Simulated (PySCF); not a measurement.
CaF₂, SMILES [F][Ca][F] (connectivity only; charge and spin as stated), charge +1, multiplicity 2.

Coordinates come from a PBE-D3(BJ)/def2-TZVP optimisation. The multiplicity is an assumed one; other spin states were not compared. The isomer is the one that the SMILES or the coordinates give; other isomers of the formula were not compared.

Level of theory: PBE-D3(BJ)/def2-TZVP (PySCF).

Frequencies are harmonic and unscaled.

```json
[
 {"mode": "1", "ν (cm⁻¹)": "296", "IR (km/mol)": "14.5", "moving atoms (share of kinetic energy)": "F 89 %, Ca 11 %"},
 {"mode": "2", "ν (cm⁻¹)": "356", "IR (km/mol)": "1.7", "moving atoms (share of kinetic energy)": "F 81 %, Ca 19 %"},
 {"mode": "3", "ν (cm⁻¹)": "541", "IR (km/mol)": "105.0", "moving atoms (share of kinetic energy)": "F 63 %, Ca 37 %"}
]
```
